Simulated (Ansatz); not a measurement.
Geometry optimisation, RHF/def2-SVP in Ansatz.

input.yaml

```yaml
crystal:
  periodic: [false, false, false]
  atoms:
    - { symbol: B, position_ang: [0.0, 0.0, 0.0] }
    - { symbol: Cl, position_ang: [0.0, 0.0, 2.21] }
    - { symbol: F, position_ang: [1.1431, 0.0, -0.66] }
    - { symbol: F, position_ang: [-1.1431, 0.0, -0.66] }
    - { symbol: P, position_ang: [0.0924, -2.0952, 0.6969] }
    - { symbol: H, position_ang: [-0.6759, -2.9172, -0.1694] }
    - { symbol: H, position_ang: [1.442, -2.5368, 0.6936] }
    - { symbol: H, position_ang: [0.0567, -1.2871, 1.8353] }
basis:
  gaussian: { orbitals: def2-SVP }
hamiltonian:
  xc: hf
relax:
  f_tol: 0.15
  max_steps: 25
  restrain:
    - { distance: [0, 4], at: 3.11, k: 30.0 }
    - { distance: [7, 1], at: 2.57, k: 30.0 }
    - { distance: [0, 1], at: 1.86, k: 30.0 }
    - { distance: [7, 4], at: 1.42, k: 30.0 }
```

Launched with:

```bash
$ ansatz run input.yaml --threads 1 --pin off --max-ram 2048MiB --backend cpu --events-out ev --progress --plain --runs-dir out
```

**Question.** Where does it end, and by what steps?

**Answer.** It converged. The restraints hold the end off the free minimum. After 12 steps the energy has fallen by 5.590 eV (the restraints' own energy left out); Cl2 moved furthest, 0.94 Å. The start is strongly strained (largest force component 8 eV/Å), so its close contacts needn't be bonds. Parted: Cl2–H8 (1.34 → 2.58 Å).

```tsv
step	energy less start (eV)	largest force component (eV/Å)	accepted
0	0.0000	8.362	yes
1	-1.2379	4.662	yes
2	-2.0315	3.153	yes
3	-2.8627	3.156	yes
4	-4.0927	2.420	yes
5	-5.1150	2.261	yes
6	-5.5230	1.629	yes
7	-5.5517	2.078	yes
8	-5.5602	1.939	yes
9	-5.5630	1.312	no
10	-5.5851	1.389	yes
11	-5.5857	1.241	yes
12	-5.5899	1.215	yes
```

```xyz
8
Properties=species:S:1:pos:R:3
B -0.030 0.125 0.158
Cl 0.143 0.844 1.817
F 1.021 -0.062 -0.573
F -1.213 -0.067 -0.332
P 0.150 -2.901 0.945
H -0.413 -2.572 -0.303
H 1.463 -2.499 0.625
H -0.206 -1.704 1.610
```

Time of the run: 30 s on 1 thread of Arm Neoverse V1, with other jobs on the host, peak memory 0.18 GiB.
